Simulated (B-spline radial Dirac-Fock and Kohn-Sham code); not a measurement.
**Kohn-Sham estimates against Dirac-Fock for the levels of Er⁴⁺**

System: the Er⁴⁺ ion, configuration [Xe] 4f10.

The density-functional columns are spherical, spin-unpolarised Dirac-Kohn-Sham results without Breit or QED terms: −ε is minus the orbital energy of the initial state and ΔSCF the difference of two total energies. The reference in the last column comes from relaxed Dirac-Fock hole states (ΔSCF) with Breit and QED corrections and a finite nucleus. All numbers are from a radial B-spline solver, in eV; a selection of levels is shown. The Kohn-Sham columns are given as differences from the reference. For the 1s level of heavy atoms much of the gap between ΔSCF and the reference is the Breit and QED part, -263.5 eV here; for other levels the error of the functional can be larger.

```
     level  PBE −ε − DF  PBE ΔSCF − DF  LDA −ε − DF  LDA ΔSCF − DF  Dirac-Fock
    K (1s)       -194.0         +304.0       -245.3         +251.1     57542.1
   L1 (2s)       -143.7          -52.7       -150.9          -59.5      9819.0
L2 (2p1/2)       -106.2          +10.0       -109.3           +7.0      9325.1
L3 (2p3/2)       -116.7          -13.9       -118.7          -15.8      8418.8
   M1 (3s)        -74.4          -46.7        -76.4          -48.5      2286.5
M2 (3p1/2)        -59.7          -30.2        -60.5          -30.8      2071.4
M3 (3p3/2)        -59.1          -31.7        -59.6          -32.1      1878.3
M4 (3d3/2)        -39.0           -6.5        -38.8           -6.3      1514.9
M5 (3d5/2)        -39.8           -8.2        -39.6           -8.0      1473.7
   N1 (4s)        -37.9          -24.4        -38.8          -25.2       518.9
N2 (4p1/2)        -31.1          -17.6        -31.5          -18.0       431.9
N3 (4p3/2)        -31.1          -18.0        -31.6          -18.5       388.3
N4 (4d3/2)        -19.1           -6.3        -19.1           -6.3       244.0
N5 (4d5/2)        -19.1           -6.5        -19.2           -6.5       236.0
 N6,7 (4f)         -7.7           +3.6         -7.3           +4.0       63.82
   O1 (5s)        -11.1           -2.7        -10.8           -2.3       110.3
O2 (5p1/2)         -6.3           +1.6         -5.9           +2.0       82.30
O3 (5p3/2)         -6.2           +1.4         -5.9           +1.7       75.79
```

Values without a named source are computed, but for edge energies of neutral atoms, which are taken from tables.
